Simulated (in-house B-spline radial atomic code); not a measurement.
Checks on a self-consistent run for Bi II (Bi+), [Xe] 4f14 5d10 6s1 (6p1/2)2 (8g7/2)1. Method: Dirac-Hartree-Fock, average of the jj configuration, Fermi nucleus of rms radius 5.5211 fm. Calculated with an all-electron radial atomic-structure program (B-spline basis).

```
orbital  q       ε (Eh)     <1/r>         <r²>  small-component weight
  1s1/2  2  -3350.06115   103.167  0.000346323                 0.10052
  2s1/2  2   -608.03819   25.5794   0.00518507                0.023259
  2p1/2  2   -583.13298   25.4886   0.00365303                0.023314
  2p3/2  4   -497.75653   20.2326   0.00482923                0.020448
  3s1/2  2   -149.94025   9.38862    0.0335066                0.007862
  3p1/2  2   -138.75079   9.28586    0.0304918               0.0077937
  3p3/2  4   -119.39359   7.91551     0.036755               0.0069715
  3d3/2  4   -101.27080   7.79629    0.0280756               0.0068273
  3d5/2  6    -97.20357   7.49327    0.0297723               0.0066066
  4s1/2  2    -36.37888   3.97377     0.160281               0.0026948
  4p1/2  2    -31.48275   3.86296     0.162575               0.0025991
  4p3/2  4    -26.64627   3.40892     0.191968               0.0023077
  4d3/2  4    -18.67511   3.20964     0.198836               0.0020991
  4d5/2  6    -17.76200   3.10436     0.209054               0.0020184
  4f5/2  6     -7.35289   2.76854     0.226788               0.0016511
  4f7/2  8     -7.14354   2.72851     0.232907               0.0016181
  5s1/2  2     -7.32524   1.63266     0.793201               0.0007038
  5p1/2  2     -5.56179    1.5199     0.898957              0.00062688
  5p3/2  4     -4.61723   1.35512      1.07888              0.00053328
  5d3/2  4     -2.03397   1.09291      1.65012              0.00036162
  5d5/2  6     -1.90625   1.05888      1.73171              0.00034272
  6s1/2  1     -1.28976  0.613451       4.9462              0.00012516
  6p1/2  2     -0.86949  0.508981       6.9615              8.4714e-05
  8g7/2  1     -0.03127  0.031328      2084.28              8.3625e-07
```

Electron-electron repulsion V_ee = 7856.1349 hartree.

(1) What total energy follows from the eigenvalues?

(2) Does the Dirac virial theorem hold?

(3) What diamagnetic shielding (Lamb formula) and susceptibility (Langevin formula) do the radii give?

## Answers

(1) The eigenvalues count the repulsion twice, so E = Σqε - V_ee = -13708.475 - 7856.135 = -21564.609 hartree; the run printed -21564.609.

(2) For a point nucleus E = -2c²Σq·w, with w the small-component weight. Here Σq·w = 0.5739 and c = 137.0360, so the ratio E/(-2c²Σq·w) is 1.000479; the finite nucleus accounts for the departure from 1.

(3) σ = (α²/3)Σq<1/r> = 657.882/(3·137.036²) = 11678 ppm, and χ = -0.79199×10⁻⁶·Σq<r²> = -1691×10⁻⁶ cm³/mol with Σq<r²> = 2135.1 bohr². Both are non-relativistic formulas without the paramagnetism of open shells; for so heavy an element the full relativistic shielding is larger by tens of per cent.
